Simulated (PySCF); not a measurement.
# H₄WO + F₂ → HW(OH) + 2 HF

Level: PBE0 in the def2-TZVP basis family, computed in PySCF with density fitting; scalar-relativistic core potentials for atoms from Rb on, none lighter, no spin–orbit coupling; open shells unrestricted.

| species | state and structure | E (Eh) | ZPE (kJ/mol) | H(298 K) − H(0) (kJ/mol) | S° (J/(mol K)) |
| --- | --- | --- | --- | --- | --- |
| H₄WO | singlet, Cs, W–H 1.685 Å (×2), W–H 1.697 Å, W–H 1.772 Å, W–O 1.672 Å; H–W–H 59.4° (×2), H–W–H 110.4° (×2), H–W–H 118.7°, H–W–H 132.1°, H–W–O 99.1° (×2), H–W–O 109.2° | -144.63590 | 84.5 | 12.9 | 280.8 |
| F₂ | singlet, D∞h, F–F 1.376 Å | -199.40856 | 6.6 | 8.7 | 201.9 |
| HW(OH) | quintet, C1, O–H 0.963 Å, W–H 1.734 Å, W–O 1.895 Å; H–O–W 120.9°, H–W–O 123.4° | -143.38350 | 47.8 | 12.0 | 285.1 |
| HF | singlet, C∞v, H–F 0.920 Å | -100.39188 | 24.9 | 8.7 | 173.6 |

What is the electronic reaction energy?

At PBE0/def2-TZVP, ΔE = -322.4 kJ/mol from the differences of the total energies times 2625.5, downhill. 

Add zero-point, thermal and entropy terms for 298.15 K and 1 bar.

ΔZPE = 6.5 and Δ[H(298) − H(0)] = 7.8 kJ/mol give ΔH° = -308.1 kJ/mol. ΔS° = 149.6 J/(mol K), so ΔG° = -308.1 − 298.15 × (0.1496) = -353 kJ/mol.

Spin–orbit coupling can matter for H₄WO, HW(OH) and is left out. Open d or f shells are single determinants, so the state found may not be the ground state. Only the bonding shown was studied: isomers, or loss of a ligand pair, can lie lower.
